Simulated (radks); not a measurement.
All-electron atom: Ti+ in [Ar] 3d1.75 4s1 4f0.25 (fractional occupations, a model configuration). Calculated with a radial shooting solver on a logarithmic mesh with Libxc functionals: non-relativistic Kohn-Sham, LDA (Slater exchange, VWN5 correlation), spin-unpolarised, spherical densities, point nucleus.

Normalised radial functions P(r) = r R(r), r in bohr:

| r | 2p | 3p | 4s |
|---|---|---|---|
| 0.002665 | 0.0023 | 0.0008 | 0.0181 |
| 0.003103 | 0.0030 | 0.0011 | 0.0208 |
| 0.003641 | 0.0042 | 0.0015 | 0.0242 |
| 0.004239 | 0.0056 | 0.0020 | 0.0278 |
| 0.004934 | 0.0075 | 0.0027 | 0.0318 |
| 0.005745 | 0.0101 | 0.0036 | 0.0364 |
| 0.006688 | 0.0136 | 0.0049 | 0.0414 |
| 0.007785 | 0.0182 | 0.0065 | 0.0470 |
| 0.009136 | 0.0247 | 0.0089 | 0.0535 |
| 0.01064 | 0.0329 | 0.0118 | 0.0602 |
| 0.01238 | 0.0438 | 0.0157 | 0.0672 |
| 0.01441 | 0.0581 | 0.0209 | 0.0746 |
| 0.01678 | 0.0767 | 0.0276 | 0.0820 |
| 0.01954 | 0.1010 | 0.0363 | 0.0892 |
| 0.02293 | 0.1341 | 0.0481 | 0.0962 |
| 0.02669 | 0.1745 | 0.0626 | 0.1016 |
| 0.03107 | 0.2258 | 0.0809 | 0.1052 |
| 0.03617 | 0.2899 | 0.1038 | 0.1061 |
| 0.04211 | 0.3691 | 0.1320 | 0.1035 |
| 0.04902 | 0.4655 | 0.1660 | 0.0964 |
| 0.05753 | 0.5870 | 0.2087 | 0.0828 |
| 0.06697 | 0.7222 | 0.2556 | 0.0634 |
| 0.07796 | 0.8754 | 0.3079 | 0.0371 |
| 0.09076 | 1.0434 | 0.3638 | 0.0040 |
| 0.1057 | 1.2200 | 0.4199 | -0.0347 |
| 0.124 | 1.4046 | 0.4739 | -0.0791 |
| 0.1444 | 1.5651 | 0.5134 | -0.1209 |
| 0.168 | 1.6950 | 0.5327 | -0.1571 |
| 0.1956 | 1.7775 | 0.5224 | -0.1815 |
| 0.2278 | 1.7972 | 0.4734 | -0.1876 |
| 0.2651 | 1.7438 | 0.3782 | -0.1697 |
| 0.3111 | 1.6062 | 0.2245 | -0.1213 |
| 0.3622 | 1.4069 | 0.0310 | -0.0484 |
| 0.4217 | 1.1601 | -0.1973 | 0.0443 |
| 0.4909 | 0.8933 | -0.4407 | 0.1445 |
| 0.5715 | 0.6363 | -0.6729 | 0.2348 |
| 0.6653 | 0.4149 | -0.8646 | 0.2960 |
| 0.7807 | 0.2371 | -0.9945 | 0.3098 |
| 0.9089 | 0.1237 | -1.0329 | 0.2636 |
| 1.058 | 0.0565 | -0.9873 | 0.1595 |
| 1.232 | 0.0222 | -0.8718 | 0.0084 |
| 1.434 | 0.0073 | -0.7112 | -0.1692 |
| 1.683 | 0.0018 | -0.5252 | -0.3562 |
| 1.959 | 0.0004 | -0.3599 | -0.5062 |
| 2.281 | 0.0001 | -0.2241 | -0.6067 |
| 2.655 | 0.0000 | -0.1254 | -0.6443 |
| 3.091 | 0.0000 | -0.0622 | -0.6164 |
| 3.598 | 0.0000 | -0.0268 | -0.5328 |
| 4.223 | 0.0000 | -0.0093 | -0.4074 |
| 4.916 | 0.0000 | -0.0028 | -0.2807 |
| 5.723 | 0.0000 | -0.0007 | -0.1706 |
| 6.662 | 0.0000 | -0.0001 | -0.0905 |
| 7.756 | 0.0000 | 0.0000 | -0.0414 |
| 9.029 | 0.0000 | 0.0000 | -0.0161 |
| 10.6 | 0.0000 | 0.0000 | -0.0048 |
| 12.34 | 0.0000 | 0.0000 | -0.0012 |
| 14.36 | 0.0000 | 0.0000 | -0.0002 |
| 16.72 | 0.0000 | 0.0000 | 0.0000 |
| 19.46 | 0.0000 | 0.0000 | 0.0000 |
| 22.66 | 0.0000 | 0.0000 | 0.0000 |
| 26.59 | 0.0000 | 0.0000 | 0.0000 |
| 30.95 | 0.0000 | 0.0000 | 0.0000 |
| 36.04 | 0.0000 | 0.0000 | 0.0000 |

2p: eigenvalue -453.46 eV, 0 radial nodes, <r> = 0.291 bohr, 90 % of the charge inside 0.479 bohr. 3p: eigenvalue -48.760 eV, 1 radial node at r = 0.370 bohr, <r> = 1.08 bohr, 90 % of the charge inside 1.67 bohr. 4s: eigenvalue -11.864 eV, 3 radial nodes at r = 0.0923, 0.393, 1.24 bohr, <r> = 3.08 bohr, 90 % of the charge inside 4.53 bohr.
